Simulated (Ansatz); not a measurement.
`C[Si](C)(C)C#Cc1sc(-c2sc(-c3sc(-c4sc(-c5sc(-c6sc(C#C[Si](C)(C)C)c7c6OCCO7)c6c5OCCO6)c5c4OCCO5)c4c3OCCO4)c3c2OCCO3)c2c1OCCO2`, 108 atoms. Hardware: 11 threads of AMD EPYC 7R13 on a shared host and a whole NVIDIA H100 80GB HBM3.

Single mean-field runs in def2-SVP are fitted with def2-universal-jkfit.

Task: How many basis functions does each of these Ansatz runs have, and roughly what does it cost? PBE0-D4/def2-SVP, charge 1 doublet at the geometry of the charge 0 singlet, energy; PBE0-D4/def2-SVP, charge 0 triplet at the geometry of the charge 0 singlet, energy; PBE-D4/def2-SVP, charge -1 doublet at the geometry of the charge 0 singlet, energy, from earlier orbitals; PBE0-D4/def2-SVP, charge 0 singlet, energy and forces, from earlier orbitals; r2SCAN-D4/def2-SVP, charge 0 singlet, relaxation, 31 steps; PBE-D4/def2-SVP, charge 1 doublet at the geometry of the charge 0 singlet, energy, from earlier orbitals; PBE-D4/def2-SVP, charge 0 triplet at the geometry of the charge 0 singlet, energy, from earlier orbitals; r2SCAN-D4/def2-SVP, charge 0 singlet, energy and forces, from earlier orbitals; PBE0-D4/def2-SVP, charge -1 doublet at the geometry of the charge 0 singlet, energy; PBE-D4/def2-SVP, charge 0 singlet, energy, from earlier orbitals.

Result: Other jobs shared the machine, so times can vary by a factor of up to 3.

```
                                                                                                      run  functions  fitting or Cholesky vectors  wall time  peak host memory (GiB)
                                         PBE-D4/def2-SVP, charge 0 singlet, energy, from earlier orbitals       1166                         6154      6.5 s                     1.6
                           r2SCAN-D4/def2-SVP, charge 0 singlet, energy and forces, from earlier orbitals       1166                         6154      9.5 s                     1.9
PBE-D4/def2-SVP, charge -1 doublet at the geometry of the charge 0 singlet, energy, from earlier orbitals       1166                         6154       10 s                     1.9
 PBE-D4/def2-SVP, charge 1 doublet at the geometry of the charge 0 singlet, energy, from earlier orbitals       1166                         6154       11 s                     1.9
 PBE-D4/def2-SVP, charge 0 triplet at the geometry of the charge 0 singlet, energy, from earlier orbitals       1166                         6154       13 s                     1.9
                             PBE0-D4/def2-SVP, charge 0 singlet, energy and forces, from earlier orbitals       1166                         6154       14 s                     6.2
                      PBE0-D4/def2-SVP, charge -1 doublet at the geometry of the charge 0 singlet, energy       1166                         6154       23 s                       2
                       PBE0-D4/def2-SVP, charge 1 doublet at the geometry of the charge 0 singlet, energy       1166                         6154       26 s                     2.1
                       PBE0-D4/def2-SVP, charge 0 triplet at the geometry of the charge 0 singlet, energy       1166                         6154       33 s                     2.3
                                               r2SCAN-D4/def2-SVP, charge 0 singlet, relaxation, 31 steps       1166                         6154    3.1 min                     1.8
```
